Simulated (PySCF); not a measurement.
Input for PySCF: R-B3LYP/6-31G* on CHFO (a complex), monomers drawn apart or pushed together.

```python
from pyscf import gto, scf, dft, mp
from pyscf.data.elements import chemcore

mol = gto.M(
    atom='''
    F    -0.11084606   -0.27438190   -0.45428820
    H    -0.07941079   -0.21394166    0.47618334
    C    -0.01886014   -0.09544884    2.28614262
    O     0.01837923   -0.02202826    3.40437686
    ''',
    basis='6-31g*',
    cart=True,
    charge=0, spin=0, verbose=3, max_memory=1800)
mf = dft.RKS(mol, xc='b3lyp')
mf.conv_tol = 1e-8
mf.max_cycle = 100
mf.kernel()
if not mf.converged:
    mf = mf.newton().run(mf.mo_coeff, mf.mo_occ)
```

Output:

```
converged SCF energy = -213.735524704907
```

The run converged.

Cost: around 0.5 core-seconds (rough).
